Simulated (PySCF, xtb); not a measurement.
Ir(OH) (HIrO), SMILES [OH][Ir] (connectivity only; charge and spin as stated), neutral, multiplicity 3.

Harmonic wavenumbers (cm⁻¹) from GFN2-xTB run with xtb at its own minimum, in rising order: 477, 718, 3516.

What does PBE-D3(BJ)/def2-TZVPD run with PySCF 2.14.0 give at its own minimum? (The exact figures need the calculation; the answer reports its results.)

680, 945, 3542. Paired by order, the mean absolute difference is 152 cm⁻¹ and the zero-point energies are 6.7 and 7.4 kcal/mol.
